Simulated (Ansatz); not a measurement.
One geometry of the cluster Hg3, several levels of theory.

```yaml
crystal:
  periodic: [false, false, false]
  atoms:
    - {symbol: Hg, position_ang: [-1.385441, 0.298762, -1.319163]}
    - {symbol: Hg, position_ang: [0.740111, 1.495410, 0.982330]}
    - {symbol: Hg, position_ang: [0.645330, -1.794171, 0.336833]}
basis:
  gaussian: {orbitals: def2-TZVPD, initial_orbitals: start.molden}
hamiltonian: {xc: r2scan}
scf: {omitted_lower_state_checks: [starts]}
output: {orbitals: {seedname: orbitals}}
```

The file start.molden holds the orbitals of an earlier run on this structure, at another level or in another basis.

```sh
$ ansatz run in.yaml --threads 4 --pin off --events-out ev --progress --plain --max-ram 3916MiB
```

Shortened log:

```
Functional definition: r2SCAN
1170 factors; their error is unknown
mean field evaluation 1: about -12537.8934 eV, gradient 6.1e0 eV
mean field evaluation 2: about -12537.9450 eV, gradient 6.9e-2 eV
mean field evaluation 4: about -12537.9257 eV, gradient 5.6e-5 eV
mean field -12537.92567668 eV, -460.7602701068 hartree, gradient 7.5e-5 eV, S^2 0.000000; 0 other end points of the search recorded, 0 dependent functions left out
reference -12537.92568897 eV, -460.7602705585 hartree; 30, 30 occupied and 108, 108 virtual orbitals, 1170 factors
Total energy: -12537.92568897 eV, -460.7602705585 hartree
Checks for a lower state left out: starts
```

Hardware: 4 threads of Arm Neoverse V2 on a shared host. Wall time 2.1 s.

Geometry: r2SCAN/def2-TZVP.

In the def2 sets Hg takes a core potential; there is no spin–orbit coupling. The structure comes from a short search, and lower isomers may exist.
